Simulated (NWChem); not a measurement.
System: BeH2; SMILES [BeH2]

The following NWChem deck was run.

```
start job
memory heap 200 mb stack 900 mb global 1100 mb
geometry units angstroms noautosym nocenter noautoz
  Be     0.000000     0.000000     0.000000
  H      0.000000     0.000000     1.338991
  H      0.000000     0.000000    -1.338991
end
basis spherical
  * library def2-tzvp
end
dft
  xc r2scan
  iterations 150
  vectors input atomic output neutral.movecs
end
task dft energy
charge 1
dft
  odft
  mult 2
  vectors input atomic output cation.movecs
end
task dft energy
```

Excerpt of the output:

```
             Northwest Computational Chemistry Package (NWChem) 7.3.0
             --------------------------------------------------------

                             Geometry "geometry" -> ""
                             -------------------------

 Output coordinates in angstroms (scale by  1.889725989 to convert to a.u.)

  No.       Tag          Charge          X              Y              Z
 ---- ---------------- ---------- -------------- -------------- --------------
    1 Be                   4.0000     0.00000000     0.00000000     0.00000000
    2 H                    1.0000     0.00000000     0.00000000     1.33899100
    3 H                    1.0000     0.00000000     0.00000000    -1.33899100

 Effective nuclear repulsion energy (a.u.)       3.3592508213

                                 NWChem DFT Module
                                 -----------------

 Summary of "ao basis" -> "ao basis" (spherical)
 ------------------------------------------------------------------------------
       Tag                 Description            Shells   Functions and Types
 ---------------- ------------------------------  ------  ---------------------
 Be                        def2-tzvp                 9       19   5s3p1d
 H                         def2-tzvp                 4        6   3s1p

            General Information
            -------------------
          SCF calculation type: DFT
          Wavefunction type:  closed shell.
          No. of atoms     :     3
          No. of electrons :     6
           Alpha electrons :     3
            Beta electrons :     3
          Charge           :     0
          Spin multiplicity:     1
          Use of symmetry is: off; symmetry adaption is: off
          Maximum number of iterations: 150
          AO basis - number of functions:    31
                     number of shells:    17
          Convergence on energy requested:  1.00D-06
          Convergence on density requested:  1.00D-05
          Convergence on gradient requested:  5.00D-04

              XC Information
              --------------
                      r^2SCAN Method XC Functional
               r^2SCAN metaGGA Exchange Functional  1.000
                     r^2SCAN Correlation Potential  1.000

             Grid Information
             ----------------
          Grid used for XC integration:  medium
          Radial quadrature: Mura-Knowles
          Angular quadrature: Lebedev.
          Tag              B.-S. Rad. Rad. Pts. Rad. Cut. Ang. Pts.
          ---              ---------- --------- --------- ---------
          Be                  1.05       49           8.0       434
          H                   0.35       45           9.0       434
          Grid pruning is: on
          Number of quadrature shells:   139
          Spatial weights used:  Erf1

      Superposition of Atomic Density Guess
      -------------------------------------

 Sum of atomic energies:         -15.57219827

      Non-variational initial energy
      ------------------------------

 Total energy =     -15.622515
 1-e energy   =     -26.515919
 2-e energy   =       7.534153
 HOMO         =      -0.352368
 LUMO         =       0.035929

   convergence    iter        energy       DeltaE   RMS-Dens  Diis-err
 ---------------- ----- ----------------- --------- --------- ---------
 d= 0,ls=0.0,diis     1    -15.8790544319 -1.92D+01  8.36D-03  3.76D-02
 d= 0,ls=0.0,diis     2    -15.8884494407 -9.40D-03  1.71D-03  1.19D-03
 d= 0,ls=0.0,diis     3    -15.8887170150 -2.68D-04  3.37D-04  6.53D-05
 d= 0,ls=0.0,diis     4    -15.8887313224 -1.43D-05  3.45D-05  9.70D-07
 d= 0,ls=0.0,diis     5    -15.8887315250 -2.03D-07  1.11D-05  6.81D-08
 d= 0,ls=0.0,diis     6    -15.8887315388 -1.38D-08  6.21D-07  1.90D-10

         Total DFT energy =      -15.888731538765
      One electron energy =      -27.034057573249
           Coulomb energy =       11.344259690747
    Exchange-Corr. energy =       -3.558184477588
 Nuclear repulsion energy =        3.359250821325

 Numeric. integr. density =        6.000000159841

                       DFT Final Molecular Orbital Analysis
                       ------------------------------------

 Vector    1  Occ=2.000000D+00  E=-3.942107D+00
              MO Center=  6.6D-12,  5.3D-12, -1.2D-09, r^2= 6.7D-02
   Bfn.  Coefficient  Atom+Function         Bfn.  Coefficient  Atom+Function
  ----- ------------  ---------------      ----- ------------  ---------------
     1      0.544881  1 Be s                  2      0.533142  1 Be s
     3      0.031113  1 Be s

 Vector    2  Occ=2.000000D+00  E=-3.204170D-01
              MO Center=  4.7D-10, -1.4D-10, -4.1D-07, r^2= 2.1D+00
   Bfn.  Coefficient  Atom+Function         Bfn.  Coefficient  Atom+Function
  ----- ------------  ---------------      ----- ------------  ---------------
     3      0.332683  1 Be s                  4      0.245516  1 Be s
    21      0.189150  2 H  s                 27      0.189150  3 H  s
     2     -0.168353  1 Be s                 20      0.120287  2 H  s
    26      0.120287  3 H  s                 22      0.101990  2 H  s
    28      0.101988  3 H  s                  1     -0.099498  1 Be s

 Vector    3  Occ=2.000000D+00  E=-2.853624D-01
              MO Center=  1.5D-10, -1.4D-10,  4.1D-07, r^2= 2.2D+00
   Bfn.  Coefficient  Atom+Function         Bfn.  Coefficient  Atom+Function
  ----- ------------  ---------------      ----- ------------  ---------------
     8      0.397012  1 Be pz                21     -0.219998  2 H  s
    27      0.219998  3 H  s                 20     -0.143570  2 H  s
    26      0.143570  3 H  s                 22     -0.121522  2 H  s
    28      0.121522  3 H  s                 14     -0.093436  1 Be pz
    11     -0.027387  1 Be pz

[...]
```

Level: r2SCAN/def2-TZVP, vertical spin-unrestricted ions. Geometry: optimised at PBE0/def2-SVP.
